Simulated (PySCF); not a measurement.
(2R)-but-3-ene-1,2-diamine (C4H10N2), SMILES C=C[C@@H](N)CN. Atoms are numbered in the order given.

```xyz
16

C      2.2249     0.3621    -1.0228
C      1.0658     0.5445    -0.3840
C      0.1852    -0.5522     0.1622
N      0.0621    -0.5077     1.6242
C     -1.2282    -0.5378    -0.4636
N     -2.0812     0.5921    -0.1337
H      2.6156    -0.6435    -1.2141
H      2.8274     1.2021    -1.3796
H      0.7112     1.5696    -0.2055
H      0.6416    -1.5220    -0.1032
H     -0.3238     0.3978     1.8997
H      0.9891    -0.5464     2.0488
H     -1.7419    -1.4569    -0.1375
H     -1.1249    -0.5956    -1.5602
H     -1.6600     1.4817    -0.3968
H     -2.2871     0.6236     0.8636
```

Geometry: B3LYP-D3(BJ)/def2-SVP. The values are those of a single conformer.

Two levels are set side by side: PBE/pcSseg-1 (PySCF) and PBE0/pcSseg-1 (PySCF). GIAO shifts against NH3 (¹⁵N), TMS (¹H), TMS (¹³C) at the same level; non-relativistic, no solvent, atoms listed together averaged. Differences are taken from unrounded values.

```json
[
 {"quantity": "δ(¹³C) of C1 (ppm)", "PBE0": "122.3", "PBE": "118.9", "PBE minus PBE0": "-3.3"},
 {"quantity": "δ(¹³C) of C2 (ppm)", "PBE0": "153.0", "PBE": "151.2", "PBE minus PBE0": "-1.7"},
 {"quantity": "δ(¹³C) of C3 (ppm)", "PBE0": "61.9", "PBE": "65.0", "PBE minus PBE0": "3.2"},
 {"quantity": "δ(¹⁵N) of N4 (ppm)", "PBE0": "53.3", "PBE": "59.0", "PBE minus PBE0": "5.7"},
 {"quantity": "δ(¹³C) of C5 (ppm)", "PBE0": "53.5", "PBE": "56.1", "PBE minus PBE0": "2.6"},
 {"quantity": "δ(¹⁵N) of N6 (ppm)", "PBE0": "16.8", "PBE": "21.3", "PBE minus PBE0": "4.5"},
 {"quantity": "δ(¹H) of H7, H8 (ppm)", "PBE0": "5.56", "PBE": "5.45", "PBE minus PBE0": "-0.11"},
 {"quantity": "δ(¹H) of H9 (ppm)", "PBE0": "6.34", "PBE": "6.34", "PBE minus PBE0": "0.00"},
 {"quantity": "δ(¹H) of H10 (ppm)", "PBE0": "2.87", "PBE": "2.90", "PBE minus PBE0": "0.03"}
]
```

Rough cost on one machine, each run with all the roots and properties that it gave: PBE0 against PBE within a factor of 2.
